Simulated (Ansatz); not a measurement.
C2H10GeSi (`[SiH3]C[CH2][GeH3]`), relaxed with RKS PBE-D4/def2-SVP in the Gaussian-basis code of Ansatz from a rough embedded geometry. The force threshold is 0.03 eV/Å; the program also tests the step.

Total charge 0; spin multiplicity 1.

Start:

```xyz
14

Si    1.221   -1.813    0.424
C     0.442   -0.176    0.591
C    -0.390    0.136   -0.653
Ge   -1.341    1.836   -0.388
H     2.133   -1.829   -0.798
H     2.101   -2.128    1.606
H     0.239   -2.900    0.277
H     1.195    0.571    0.735
H    -0.181   -0.200    1.548
H    -1.198   -0.631   -0.734
H     0.231    0.176   -1.528
H    -0.208    2.961   -0.234
H    -2.133    1.826    0.816
H    -2.112    2.172   -1.662
```

```
        step  energy (eV)  largest force (eV/Å)  largest move (Å)
           1  -66605.1180                 2.858             0.000
           2  -66605.4481                 0.700             0.127
3 (rejected)  -66605.1913                 2.300             0.137
           4  -66605.4904                 0.178             0.048
           5  -66605.4917                 0.028             0.017
```

End:

```xyz
14

Si    1.304   -1.891    0.436
C     0.451   -0.201    0.601
C    -0.421    0.161   -0.611
Ge   -1.322    1.914   -0.433
H     2.187   -1.909   -0.785
H     2.149   -2.195    1.646
H     0.272   -2.979    0.285
H     1.242    0.563    0.765
H    -0.152   -0.217    1.536
H    -1.211   -0.602   -0.779
H     0.182    0.191   -1.544
H    -0.258    3.033   -0.255
H    -2.239    1.904    0.823
H    -2.184    2.230   -1.686
```

Hardware: 2 threads of an AMD EPYC 7R13 on a shared host. Wall time 17 s, peak host memory 0.24 GiB.
